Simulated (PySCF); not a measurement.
Gas-phase reaction: B3O3Cl3 = 3 BO + 3 Cl

Energies from PySCF, thermal terms from the rigid-rotor harmonic-oscillator model, ideal gas at 1 bar. 'Table' is the NASA 1993 thermochemical table (part measured, part estimated). After a fit of one offset per element over all species, the range-separated, M06-2X, PBE0/def2-QZVP and CCSD(T)/def2-TZVPP enthalpies, where run, lie to one side of the table for B3O3Cl3 (-33 kJ/mol), BO (+18 kJ/mol): a fault of the table's entry, another state or a shared error of the levels is possible; this was not checked at source. † marks an energy on the PBE0/def2-TZVP geometry and frequencies; other levels use their own. CCSD(T) freezes the core. 6-31G* has spherical d functions here. Open shells (unrestricted): BO (multiplicity 2), Cl (multiplicity 2); the rest are closed-shell singlets. Spin-orbit splitting is ignored; it lowers the true energy and changes the entropy of Cl. CCSD(T) isn't extrapolated to the basis-set limit. The table's entry may be an old estimate for B3O3Cl3, BO (not checked at source).

```json
[
 {"level": "table", "ΔH°(298 K), kJ": "1995.6"},
 {"level": "CCSD(T)/def2-SVP†", "ΔH°(298 K), kJ": "1956.7"},
 {"level": "HF/6-31G*", "ΔH°(298 K), kJ": "…"},
 {"level": "M06-2X/def2-TZVP†", "ΔH°(298 K), kJ": "…"},
 {"level": "PBE0/def2-TZVP", "ΔH°(298 K), kJ": "2071.8"},
 {"level": "LDA/def2-TZVP†", "ΔH°(298 K), kJ": "…"}
]
```

Fill in the missing entries.


- HF/6-31G*, ΔH°(298 K), kJ: 1687.5
- M06-2X/def2-TZVP†, ΔH°(298 K), kJ: 2077.1
- LDA/def2-TZVP†, ΔH°(298 K), kJ: 2372.1
